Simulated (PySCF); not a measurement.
Al(H)(PH2)2 (AlH₅P₂), SMILES [PH2][AlH][PH2]. Geometry: ωB97X-D3(BJ)/def2-SVP. One conformer was computed; it need not be the lowest.

Computed equilibrium geometry at ωB97X-D3(BJ)/def2-SVP (PySCF confirms it by a frequency run) as bond lengths and angles, and its point group (one conformer of several):
point group Cs.
Atoms: Al1 H2 P3 H4 H5 P6 H7 H8. Bond lengths (Å): Al1–H2 1.586, Al1–P3 2.313, Al1–P6 2.313, P3–H4 1.425, P3–H5 1.424, P6–H7 1.424, P6–H8 1.425. Angles (°): H2–Al1–P3 120.0, H2–Al1–P6 120.0, P3–Al1–P6 119.4, Al1–P3–H4 94.7, Al1–P3–H5 95.2, H4–P3–H5 95.6, Al1–P6–H7 95.2, Al1–P6–H8 94.7, H7–P6–H8 95.6.
Charge 0, spin multiplicity 1.
